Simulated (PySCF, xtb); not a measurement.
C2H7BrGe, SMILES [CH3][GeH]([CH3])[Br].

xtb with GFN2-xTB at its own geometry gives an orbital gap of 6.53 eV and a dipole moment of 5.90 D.

Geometry: PBE-D3(BJ)/def2-SVP.

What does ωB97X/def2-TZVP (PySCF) give? (The exact figures need the calculation; the answer reports its results.)

gap 12.25 eV (levels -10.22 and 2.03 eV), dipole 2.83 D.
